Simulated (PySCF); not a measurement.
## Working out the ionisation energy of K

K [Ar] 4s1 (2S) → K⁺ [Ar] (1S). Computed with PySCF 2.14 in aug-cc-pwCVTZ-X2C with one added diffuse shell each of s, p, d, f type (10s9p7d4f, 100 functions), with the spin-free X2C one-electron Hamiltonian (Gaussian nucleus). Frozen: nothing. Energies in hartree (1 hartree = 27.21139 eV):

```csv
part,K (lower),K⁺ (upper)
UHF,-601.464346,-601.316521
MP2 opposite-spin,-0.167910,-0.162401
MP2 same-spin,-0.065099,-0.060277
```

What does Hartree-Fock give?

(-601.316521) − (-601.464346) = 0.147825 hartree = 4.023 eV.

What do MP2 and SCS-MP2 (6/5 opposite-spin, 1/3 same-spin) give?

The opposite-spin parts differ by 0.150 eV and the same-spin parts by 0.131 eV. MP2: 4.023 + (0.150) + (0.131) = 4.304 eV. SCS-MP2: 4.023 + 1.2 × (0.150) + (0.131)/3 = 4.247 eV.

Measured between the centres of the two terms (NIST): 4.341 eV, so MP2 (all electrons) is off by -0.037 eV.

What remains against the reference includes basis incompleteness and correlation beyond second order.
